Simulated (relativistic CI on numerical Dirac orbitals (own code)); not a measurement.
# Sensitivity of the levels of Gd3+ to α and to the nuclear radius

Computed by Dirac-Coulomb-Breit CI, KLI orbitals optimised for each configuration, valence Slater integrals scaled by 0.85, P86 correlation energy added to each configuration, derivatives by finite differences, QED left out (own radial code, finite nucleus).

CI space (outside the closed core [Xe]): 4f7. The list is cut by size and lacks configurations that can hold low levels.

With x = (α/α₀)² − 1 an excitation energy changes as ω = ω₀ + qx; K = 2q/ω₀ is the relative enhancement. Terms are leading LS components, so labels can repeat. The field-shift factor is F = δν/δ⟨r²⟩ for the transition from the lowest level.

Lowest level 4f7 8S°_7/2.

```tsv
Level	ω₀ (cm⁻¹)	q (cm⁻¹)	K	F (GHz/fm²)
4f7 6P°_7/2	31722.4	-4289	-0.27	0.677
4f7 6P°_5/2	32311.8	-3280	-0.203	0.715
4f7 6P°_3/2	32870.9	-2370	-0.144	0.749
4f7 6I°_7/2	34644.5	-3472	-0.2	0.761
4f7 6I°_9/2	34992.8	-2750	-0.157	0.783
4f7 6I°_17/2	35009.6	-2507	-0.143	0.777
4f7 6I°_11/2	35268.6	-2195	-0.124	0.799
4f7 6I°_15/2	35371.0	-1899	-0.107	0.802
4f7 6I°_13/2	35416.6	-1884	-0.106	0.807
4f7 6D°_9/2	39423.2	-2951	-0.15	0.874
4f7 6D°_1/2	40333.4	-1294	-0.0642	0.937
4f7 6D°_7/2	40429.6	-1400	-0.0692	0.934
4f7 6D°_3/2	40580.2	-909.1	-0.0448	0.951
```

For a near-neutral ion this model can misplace configurations by up to about 10,000 cm⁻¹ (more where the count of f electrons changes) and terms by 10 to 25 % of their spread. Rates follow the energies as ν³ (E1, M1) or ν⁵ (E2), so they and the lifetimes can be off by large factors. The fine structure of a lone outer electron comes out too small, for d and f at times inverted, and misplaced configurations move strength between like terms.
